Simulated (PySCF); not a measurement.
Harmonic spectrum computed at PBE0 in the def2-TZVP basis family (core potentials from Rb on, PySCF, no spin–orbit coupling):

| ω (cm⁻¹) | IR (km/mol) |
| --- | --- |
| 609 | 37.6 |
| 778 | 73.0 |
| 3862 | 31.4 |

**Question.** Which molecule gave it? In each, all ligands are bound to the one heavy central atom.
A. HGeO (doublet)
B. HCoO (quintet)
C. HGaO (singlet)
D. HCuO (singlet)

**Answer.** D. It has Cs symmetry with Cu–O 1.785 Å, O–H 0.962 Å.
